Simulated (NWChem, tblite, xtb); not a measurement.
**A ladder of methods for SnPN2H7 (SMILES N[P](N)[SnH3])**

SnPN2H7 has 11 atoms, charge 0, and is taken as a singlet. As SMILES, `N[P](N)[SnH3]`. The shape is that of a PBE0-D4/def2-TZVP optimisation. This is a higher conformer, about 33 kJ/mol above the lowest found by a separate search.

```xyz
11

N    -1.1891    1.1240    0.7086
P    -0.8248   -0.5305    0.5191
N     0.5640   -0.9550    1.4121
Sn    0.2977   -0.3395   -1.7112
H    -0.4760    1.8338    0.6230
H    -1.8517    1.3466    1.4359
H     0.3958   -1.3172    2.3384
H     1.4035   -0.3949    1.3771
H    -0.7880    0.2248   -2.9016
H     0.9460   -1.8400   -2.2034
H     1.5882    0.7910   -1.5774
```

Quantity: the dipole moment, in D. The values are calculated.

```csv
level,kind,program,value (D),CPU time
GFN2-xTB,semi-empirical,xtb,3.92,under 2 s
GFN1-xTB,semi-empirical,tblite,4.17,under 2 s
GFN0-xTB,semi-empirical,xtb,3.88,under 2 s
IPEA1-xTB,semi-empirical,tblite,4.28,under 2 s
HF/STO-3G,Hartree–Fock,NWChem,1.67,10 s
HF/3-21G,Hartree–Fock,NWChem,2.90,21 s
HF/def2-SVP (core potential),Hartree–Fock,NWChem,2.75,48 s
B3LYP/def2-SVP (core potential),global hybrid,NWChem,2.85,39 s
PBE0/def2-SVP (core potential),global hybrid,NWChem,2.88,40 s
```

All-electron rows without a relativistic Hamiltonian named are non-relativistic, while core potentials hold scalar relativity, so basis and relativity change together. The values span 1.67 to 4.28 D. Magnitudes only. Sets without polarisation functions give poor dipoles. Without the sets that lack polarisation functions the rows with a basis span only 2.75 to 2.88 D. CPU times are rough (shared hosts, several kinds of processor and program).
